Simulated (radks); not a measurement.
The numbers below are computed, except where a source is named.
Valence configurations of the gold ion Au+ (all share [Xe]). Level of theory: scalar-relativistic Kohn-Sham, SCAN, spin-polarised, spherical densities, finite nucleus; open shells are filled with parallel spins first (spin-orbit coupling, left out, can overturn this in heavy ions); meta-GGA in the generalised Kohn-Sham scheme; Fermi nuclear charge, rms radius 5.4371 fm (a radial shooting solver on a logarithmic mesh with Libxc functionals). Order these by energy: 4f14 5d9 6s1; 4f14 5d8 6p2; 4f13 5d10 6p1; 4f12 5d10 6p2; 4f13 5d10 6s1; 4f14 5d8 6s2; 4f14 5d10; 4f14 5d9.5 6s0.5; 4f12.5 5d10 6p1.5; 4f14 5d8 6s1 6p1.

Answer. From the lowest, in eV above it: 4f14 5d10 0.000; 4f14 5d9.5 6s0.5 1.134; 4f14 5d9 6s1 2.130; 4f14 5d8 6s2 5.868; 4f14 5d8 6s1 6p1 12.349; 4f14 5d8 6p2 20.649; 4f13 5d10 6s1 83.299; 4f13 5d10 6p1 90.942; 4f12.5 5d10 6p1.5 141.67; 4f12 5d10 6p2 196.09. NIST lists [Xe] 4f14 5d10 as the ground configuration; this level of theory agrees among the configurations tried. The energies are those of spherical high-spin densities, not of single terms.
